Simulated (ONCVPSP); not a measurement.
## Ta (Z = 73): one change to an ONCV potential, before and after

tantalum (Ta), optimised norm-conserving Vanderbilt (ONCV), made with ONCVPSP 4.0.1 (LDA (Perdew-Zunger), scalar-relativistic). Core [Kr] 4d10 4f14, reference 5s2 5p6 5d3 6s2. Waves: 5s+6s: rc 1.90 bohr, ncon 4, nbas 7, qcut 6.2 1/bohr, 3 projectors, debl 3.3 Ha; 5p: rc 1.70 bohr, ncon 4, nbas 7, qcut 7.7 1/bohr, 2 projectors, debl 2 Ha; 5d: rc 2.45 bohr, ncon 4, nbas 9, qcut 6.1 1/bohr, 1 projector. Local part: polynomial inside 1.25 bohr (lpopt 5, dvloc0 2 Ha). Core correction: Teter function, fcfact 3.75, rcfact 1.

All-electron outer shells of the reference configuration (LDA (Perdew-Zunger), scalar-relativistic, ld1.x):

| shell | level (eV) | outermost node (bohr) | outermost maximum (bohr) |
| --- | --- | --- | --- |
| 5s | -73.19 | 0.54 | 0.98 |
| 5p | -39.56 | 0.58 | 1.13 |
| 4f | -24.93 | – | 0.44 |
| 6s | -5.62 | 1.32 | 2.74 |
| 5d | -3.79 | 0.65 | 1.58 |

Change: p: rc 2.12.

Cutoffs: the cutoffs (Ha) at which the residual kinetic energy of the hardest occupied pseudo-wave falls to 1 and 0.1 mHa per electron; they do not see the model core or the augmentation charge, which bear on the density cutoff. Errors are all-electron minus pseudo energies relative to the spin-unpolarised reference configuration.

Task: How do hardness, ghosts and transferability respond?

Result: The potential gets softer (20 Ha and 25 Ha → 14 Ha and 17 Ha); the errors of the 4 common tests hardly move; neither file shows a bound ghost. A larger radius leaves more room for a smooth pseudo-wave, so fewer plane waves are needed.

```csv
quantity,base,changed
"cutoff, loose",20 Ha,14 Ha
"cutoff, tight",25 Ha,17 Ha
loose cutoff by channel,"s 14 Ha, p 20 Ha, d 12 Ha","s 14 Ha, p 11 Ha, d 12 Ha"
bound ghosts,none,none
GHOST(+) flags under 300 eV,s at 296.7 eV,s at 296.7 eV
"error for 5s2 5p6 5d3 6s1, meV [ΔE 8.70 eV]",-2.7,-2.7
"error for 5s2 5p6 5d3 6s0, meV [ΔE 24.01 eV]",-6.7,-6.3
"error for 5s2 5p6 5d2 6s0, meV [ΔE 47.94 eV]",-14,-13
"error for 5s2 5p6 5d3 6s1 6p1, meV [ΔE 4.26 eV]",-1.3,-1.1
s: phases at 1.93 bohr within 0.05 rad from the reference energy up to (Ha; the scan ends near 5),to the end of the scan,to the end of the scan
d: phases at 2.48 bohr within 0.05 rad from the reference energy up to (Ha; the scan ends near 5),to the end of the scan,to the end of the scan
"rms error of d²Exc/dni dnj with the model core, mHa",4.70,4.74
```
